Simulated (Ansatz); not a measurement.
Consider the formal exchange of groups at a B–S bond: `CCB(F)S` + CH₄ → `CCB(C)F` + H₂S.

Gas-phase electronic energies from Ansatz, PBE0-D4/def2-TZVP geometries. CBS: MP2 limit from def2 TZ/QZ plus the TZ coupled-cluster correction, frozen cores. This one scheme is used for every species. Functionals use def2-TZVPP. HSE06 is defined as in plane-wave codes. Each species was taken in one conformer, which may not be the lowest.

```tsv
level	ΔE (kJ/mol)
PBE	75.9
HSE06	73.4
HF/def2-TZVPP	66.3
HF/def2-QZVPP	65.2
```

Question: What does CCSD(T)/CBS give? (Best estimate.)

Answer: The calculation gave: +71.4 kJ/mol. The listed levels differ from it by 4.5, 2.0, -5.1, -6.2 kJ/mol.

Question: What do rigid-rotor, harmonic-oscillator terms from PBE0-D4/def2-TZVP frequencies (298.15 K, 1 bar) make of the CCSD(T)/CBS value? (Estimate.)

Answer: The calculation gave: ΔZPE = -9.4 kJ/mol, ΔH = +63.3 kJ/mol, ΔS = 27 J/(mol·K), ΔG = +55.3 kJ/mol. Modes under 50 cm⁻¹ make the entropy rough.

Largest T1 diagnostic among the species: 0.012.

Leaving LDA and LC-ωPBE aside and taking each functional with its dispersion term where it has one, the values, not all of them listed here, spread over 8.6 kJ/mol, from CAM-B3LYP-D4 to revPBE-D4. LDA lies −3.2 kJ/mol from PBE without D4. At CCSD(T), def2-SVP lies +8.0 kJ/mol from the extrapolated value and def2-TZVPP +0.4 kJ/mol. From BLYP to BHLYP (50 % exact exchange), in def2-TZVPP and without D4, ΔE moves by −4.6 kJ/mol.
